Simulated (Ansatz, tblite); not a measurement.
Forces on the cluster Si₅Mo₂⁺ at its r2SCAN-D4/def2-SVP geometry. Total charge 1; doublet.

In the def2 sets Mo takes a core potential; there is no spin–orbit coupling. The xTB rows come from tblite. At PBE-D4/def2-TZVP the charge 1 doublet is spin-contaminated (final ⟨S²⟩ up to 1.23, 0.75 for a pure state). No other spin state of charge 1 was run. The geometry of the doublet was relaxed on an unsound state (⟨S²⟩ 1.88, where a pure state has 0.75). Another isomer (doublet) lies 0.64 eV lower at PBE0-D4/def2-TZVP; other spin states weren't run for this one.

GFN1-xTB (tblite), largest force 23.71 eV/Å:

```xyz
7
positions Å, forces eV/Å
Mo   -1.714    1.265    1.386    0.944    6.889   22.400
Mo   -1.909    0.714   -0.696   -3.810   -5.891  -22.643
Si    0.401    1.501   -0.320    1.052    1.700   -0.068
Si    1.232   -2.164    0.171    0.331   -1.372   -0.499
Si   -0.215   -0.614    1.030    0.617   -0.918    1.098
Si    2.148    0.011   -0.056    0.467    0.035   -0.129
Si    0.057   -0.713   -1.515    0.399   -0.443   -0.159
```

GFN2-xTB (tblite), largest force 16.22 eV/Å:

```
Mo 1.873 4.273 14.870
Mo -0.285 -4.820 -15.488
Si -0.372 3.000 -0.177
Si 0.824 -1.364 -0.183
Si -2.106 -1.047 2.856
Si 1.557 0.273 -0.008
Si -1.490 -0.315 -1.871
```

PBE-D4/def2-TZVP (Ansatz), largest force 0.83 eV/Å:

```
Mo 0.178 -0.326 -0.737
Mo 0.336 0.227 0.618
Si -0.513 0.154 0.034
Si 0.027 -0.042 0.053
Si -0.300 0.068 0.040
Si 0.566 -0.037 0.064
Si -0.295 -0.044 -0.071
```
